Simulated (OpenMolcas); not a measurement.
**Au IV: CASPT2 settings compared**

| Item | Value |
| --- | --- |
| Program | OpenMolcas |
| Basis | ANO-R2 [8s6p5d3f1g] |
| Scalar Hamiltonian | X2C, finite nucleus |
| Active space | 8 electrons in 5 orbitals (5d) |
| State averaging | 2S+1 = 3 even, 10 roots; 2S+1 = 1 even, 15 roots kept (CI in the orbitals of an earlier block) |
| Spin-orbit coupling | state interaction with AMFI integrals over the reference wave functions, term energies averaged over their components |

Methods on the same reference wave functions:
A. CASSCF
B. SS-CASPT2, IPEA 0.6 Eh, imaginary shift 0.15 Eh (closed shells correlated: 4f 5s 5p)
C. XMS-CASPT2, IPEA 0 Eh, sigma2 regulariser 0.3 Eh (closed shells correlated: 5s 5p)
D. XMS-CASPT2, IPEA 0.3 Eh, real shift 0.2 Eh (closed shells correlated: 5s 5p)

Energies in cm-1 above 5d8 3F4, the measured ground level; measured values from Zainab et al., Astrophys. J. Suppl. Ser. 267, 12 (2023).

```tsv
Level	A	B	C	D	Measured
5d8 3F4	0.0	0.0	0.0	0.0	0.0
5d8 3F3	12152	12290	12270	12280	12294
5d8 3P2 [50 %]	20607	19100	18530	18610	
5d8 3P0	23583	20020	19210	19220	18185
5d8 3P1	26276	23320	22220	22370	21490
5d8 1G4	29523	26500	26730	26630	25702
5d8 1S0	62730	56410	56810	56230	55278
```

Deviations, from unrounded energies. A percentage is the sum of absolute deviations over the sum of measured energies, with the sign that they share, or ± where signs differ.

| Against measurement | Levels | A | B | C | D |
| --- | --- | --- | --- | --- | --- |
| mean absolute deviation (cm-1) | 5 | 4300 | 1100 | 870 | 760 |
| fine structure of the ground term (%) | 1 | -1.2 | -0.1 | -0.2 | -0.1 |
| other terms of the ground configuration (%) | 4 | +17.8 | +4.6 | +3.6 | +3.1 |

D lies closest to measurement on these levels and A furthest from it. The largest miss of D in the table is 5d8 3P0, by +1000 cm-1. The ranking rests on the paired levels alone, and a cruder setting can come out closer through cancelling errors.

Among B to D the level of the table that moves most is 5d8 3P1, by 1100 cm-1 (lowest in C, highest in B). Moves below CASPT2's spread within the term are not significant.

The mean deviations of B to D differ by less than CASPT2's widest spread within a term (1800 cm-1), so their order carries little weight.

From A to B the spin-free energies of the other terms of 5d8 shown, above 3F, scale by factors of 0.78 to 0.85, as is usual when dynamic correlation screens the repulsion within a d or f shell.

The lowest spin-free term lies below A's lowest term by 0.650 hartree in B, 0.449 hartree in C, 0.442 hartree in D.

CASPT2 does not keep the components of a term degenerate, so their means are used; among the terms shown or strongly mixed into the levels shown the widest spread is 1800 cm-1 (5d8 1G, D). Terms from blocks run as CI alone lack orbitals of their own. Without dynamic correlation excited terms often stand tens of per cent too high (terms of higher spin than the ground term too low), and those without a measured partner can miss by more than the paired ones (holds for A). Computed and measured levels are paired by configuration, term and J; levels that our copy of the source lacks, or whose pairing is in doubt (as where it misses far off the trend of its configuration), stay unpaired and out of the deviations. Levels of configurations outside the active space are missing. The table leaves out levels that lie high or whose names do not pair safely across all columns.

A share in square brackets marks a mixed level and gives the weight of the term that names it, the lowest over the columns.
